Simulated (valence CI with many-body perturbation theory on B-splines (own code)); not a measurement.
## Energy levels of Pr⁵²⁺

Method: relativistic CI+MBPT: five valence electrons over a frozen Dirac-Fock core [He], radial functions for each j: 11 s, 11 p, 10 d, 8 f, 5 g, 2 h, with the one-electron correlation potential Σ1 (screened to all orders), the two-electron term Σ2, the three-electron term Σ3, Breit, model QED; selected single and double excitations, second order for the rest, scaled by the run's own slope (own B-spline code, finite nucleus).

The last digits are not significant, and no measured levels were compared; by estimate large intervals hold to a few tenths of a per cent, small ones and those within an open d or f shell to about a per cent. Among the levels kept, up to 7100 cm⁻¹ of a level comes from second order outside the variational space, and about a tenth of that is noise between levels of different J, which matters for small intervals.

Levels 136 to 180 of 197, with energies above the lowest level, (2s^2 2p1/2^2 2p3/2) J=3/2. "Leading %" is the weight of the configuration and term that name the level; weights of strongly mixed levels are sums over their largest components and can fall short. In the jj column 3d3/2^4 stands for four electrons in 3d with j = 3/2. Lifetimes count E1, E2, E3, M1 and M2 decay at the calculated energies, and are blank where another channel may lead or the interval is too uncertain; long ones can be off by a factor of two.

```csv
No.,Configuration,Term,J,E (eV),Leading %,g,Lifetime,Leading jj
136,2s 2p3 3p,4P,3/2,7017.4,32,1.403,14.5 fs,2s 2p1/2 2p3/2^2 3p3/2 (99 %)
137,2s 2p3 3d,4G°,7/2,7019.2,34,1.234,4.71 fs,2s 2p1/2 2p3/2^2 3d3/2 (92 %)
138,2s 2p3 3p,4P,5/2,7021.4,40,1.355,9.68 fs,2s 2p1/2 2p3/2^2 3p3/2 (83 %)
139,2s 2p3 3p,2P,1/2,7030.7,70,0.734,70.3 fs,2s 2p1/2 2p3/2^2 3p3/2 (98 %)
140,2s 2p3 3p,4P,3/2,7034.5,35,1.336,14.4 fs,2s 2p1/2 2p3/2^2 3p3/2 (97 %)
141,2s 2p3 3p,2F,7/2,7038.3,78,1.173,7.94 fs,2s 2p1/2 2p3/2^2 3p3/2 (99 %)
142,2s 2p3 3d,4G°,9/2,7040.6,48,1.329,2.87 ps,2s 2p1/2 2p3/2^2 3d5/2 (90 %)
143,2s 2p3 3p,2P,1/2,7040.7,39,1.384,5.24 fs,2s 2p1/2 2p3/2^2 3p3/2 (88 %)
144,2s 2p3 3p,2D,5/2,7043.6,43,1.270,48.4 fs,2s 2p1/2 2p3/2^2 3p3/2 (98 %)
145,2s 2p3 3d,4D°,7/2,7046.3,51,1.329,42.2 fs,2s 2p1/2 2p3/2^2 3d5/2 (92 %)
146,2s 2p3 3p,2D,3/2,7048.2,35,1.251,11.4 fs,2s 2p1/2 2p3/2^2 3p3/2 (93 %)
147,2s 2p3 3d,2G°,9/2,7049.7,46,1.190,665 fs,2s 2p1/2 2p3/2^2 3d3/2 (87 %)
148,2s 2p3 3p,2D,5/2,7049.8,41,1.262,129 fs,2s 2p1/2 2p3/2^2 3p3/2 (92 %)
149,2s 2p3 3d,4F°,7/2,7056.0,42,1.276,2.05 fs,2s 2p1/2 2p3/2^2 3d3/2 (92 %)
150,2s 2p3 3d,4P°,5/2,7056.8,40,1.382,1.60 fs,2s 2p1/2 2p3/2^2 3d3/2 (89 %)
151,2p4 3s,2P,3/2,7059.7,27,1.167,11.6 fs,2s 2p1/2 2p3/2^2 3p3/2 (51 %)
152,2s 2p3 3d,4P°,3/2,7061.1,34,1.588,1.22 fs,2s 2p1/2 2p3/2^2 3d3/2 (91 %)
153,2p4 3s,4P,5/2,7063.6,50,1.412,18.8 fs,2p1/2^2 2p3/2^2 3s (70 %)
154,2s 2p3 3d,4D°,1/2,7064.2,61,0.710,3.78 fs,2s 2p1/2 2p3/2^2 3d5/2 (92 %)
155,2s 2p3 3p,2P,1/2,7067.0,63,1.344,18.1 fs,2s 2p1/2 2p3/2^2 3p3/2 (98 %)
156,2s 2p3 3d,4D°,3/2,7075.3,38,1.183,1.92 fs,2s 2p1/2 2p3/2^2 3d5/2 (79 %)
157,2s 2p3 3d,4D°,5/2,7075.4,58,1.253,1.58 fs,2s 2p1/2 2p3/2^2 3d5/2 (86 %)
158,2p4 3s,2P,3/2,7078.1,21,1.114,12.0 fs,2s 2p1/2 2p3/2^2 3p3/2 (60 %)
159,2s 2p3 3d,4G°,11/2,7080.0,100,1.256,3.14 ps,2s 2p1/2 2p3/2^2 3d5/2 (100 %)
160,2s 2p3 3d,4F°,9/2,7083.1,61,1.232,768 fs,2s 2p1/2 2p3/2^2 3d5/2 (96 %)
161,2s 2p3 3d,4F°,3/2,7095.8,57,0.685,3.78 fs,2s 2p1/2 2p3/2^2 3d3/2 (84 %)
162,2s 2p3 3d,2S°,1/2,7096.7,49,1.688,3.19 fs,2s 2p1/2 2p3/2^2 3d5/2 (87 %)
163,2s 2p3 3d,2G°,7/2,7104.9,35,1.097,3.43 fs,2s 2p1/2 2p3/2^2 3d5/2 (69 %)
164,2s 2p3 3d,2D°,5/2,7106.2,29,1.044,5.80 fs,2s 2p1/2 2p3/2^2 3d3/2 (64 %)
165,2s 2p3 3d,2P°,3/2,7106.2,43,1.237,2.60 fs,2s 2p1/2 2p3/2^2 3d5/2 (62 %)
166,2s 2p3 3d,4D°,1/2,7110.7,52,0.542,2.96 fs,2s 2p1/2 2p3/2^2 3d3/2 (90 %)
167,2p4 3s,2S,1/2,7112.6,54,1.942,16.3 fs,2p1/2^2 2p3/2^2 3s (87 %)
168,2s 2p3 3d,2D°,3/2,7112.7,40,0.997,4.45 fs,2s 2p1/2 2p3/2^2 3d3/2 (67 %)
169,2s 2p3 3d,2D°,5/2,7115.2,32,1.091,3.07 fs,2s 2p1/2 2p3/2^2 3d3/2 (60 %)
170,2p4 3p,2D°,5/2,7119.9,16,1.126,1.69 fs,2p1/2^2 2p3/2^2 3p1/2 (54 %)
171,2s 2p3 3d,2G°,7/2,7120.2,47,1.021,6.59 fs,2s 2p1/2 2p3/2^2 3d3/2 (74 %)
172,2p4 3p,4P°,3/2,7124.8,23,1.367,2.97 fs,2p1/2^2 2p3/2^2 3p1/2 (71 %)
173,2s 2p3 3d,4F°,5/2,7126.2,33,1.075,2.77 fs,2s 2p1/2 2p3/2^2 3d3/2 (54 %)
174,2s 2p3 3d,2P°,1/2,7133.9,44,0.501,1.22 fs,2s 2p1/2 2p3/2^2 3d3/2 (83 %)
175,2s 2p3 3d,2P°,3/2,7134.1,32,1.241,1.64 fs,2s 2p1/2 2p3/2^2 3d3/2 (75 %)
176,2s 2p3 3d,4P°,5/2,7137.1,28,1.269,5.20 fs,2s 2p1/2 2p3/2^2 3d5/2 (74 %)
177,2s 2p3 3d,2D°,3/2,7141.0,34,1.118,2.02 fs,2s 2p1/2 2p3/2^2 3d3/2 (82 %)
178,2s 2p3 3d,2F°,5/2,7143.3,16,1.139,3.51 fs,2s 2p1/2 2p3/2^2 3d3/2 (57 %)
179,2s 2p3 3d,2P°,1/2,7144.4,51,1.130,1.24 fs,2s 2p1/2 2p3/2^2 3d3/2 (90 %)
180,2s 2p3 3d,4D°,7/2,7145.8,52,1.233,20.2 fs,2s 2p1/2 2p3/2^2 3d5/2 (98 %)
```
